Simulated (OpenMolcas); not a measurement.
**Cu2+: moving or changing the point charges**

Cu2+ among 5 point charges of -2.6 e arranged as a trigonal bipyramid (D3h), 2 Å from the ion, with the axial distance 2.160 Å.

- Program: OpenMolcas
- Method: SS-CASPT2, IPEA 0.25 Eh, imaginary shift 0.1 Eh (closed shells correlated: 3s 3p)
- Basis: ANO-RCC-VDZP [5s4p2d1f]
- Scalar Hamiltonian: DKH2, point nucleus
- Active space: 9 electrons in 5 orbitals (3d)
- State averaging: 2S+1 = 2 even, 5 roots
- Spin-orbit coupling: RASSI with atomic mean-field integrals over the reference wave functions

Runs around this geometry, states (labels of D3, the rotations of D3h). Energies in cm-1 above the lowest state or level, χT in cm3 K/mol.

```json
{"R (Å)": "2", "q (e)": "-2.08", "Axial / equatorial distance": "1.08", "Ground state": "2A1", "First state of that spin": "2E 2970", "First gap with spin-orbit (degeneracies)": "2400 (2, 2)", "χT at 300 K": "0.791"}
{"R (Å)": "2", "q (e)": "-2.6", "Axial / equatorial distance": "1.08", "Ground state": "2E", "First state of that spin": "2E 3070", "First gap with spin-orbit (degeneracies)": "1360 (2, 2)", "χT at 300 K": "1.254"}
{"R (Å)": "2.24", "q (e)": "-2.6", "Axial / equatorial distance": "1.08", "Ground state": "2A1", "First state of that spin": "2E 2290", "First gap with spin-orbit (degeneracies)": "1780 (2, 2)", "χT at 300 K": "0.882"}
{"R (Å)": "2", "q (e)": "-2.6", "Axial / equatorial distance": "1.17", "Ground state": "2A1", "First state of that spin": "2E 460", "First gap with spin-orbit (degeneracies)": "55 (2, 2)", "χT at 300 K": "1.126"}
```

The ground state changes within this set.

Roots that are degenerate in the reference are averaged as groups; the widest CASPT2 spread within a group is 56 cm-1 (the 2-fold group of multiplicity 2 near 0 cm-1 above the lowest state of its run, R = 2, q = -2.6, ratio = 1.08). Shifts and gaps below about the spread of the groups concerned are not significant. Free-ion shares, where given, are those of the reference states; single-state CASPT2 does not remix them. The ground term spreads over less than 5000 cm-1, several times less than with real ligands, so orbital moments are less quenched and χT lies further from the spin-only value than at real sites (holds for R = 2, q = -2.08, ratio = 1.08; R = 2.24, q = -2.6, ratio = 1.08; R = 2, q = -2.6, ratio = 1.17). An orbital doublet at a regular site is open to a Jahn-Teller distortion, which this geometry leaves out (holds for R = 2, q = -2.6, ratio = 1.08). This is an electrostatic model: the charges have no orbitals. No measured value stands beside these numbers.
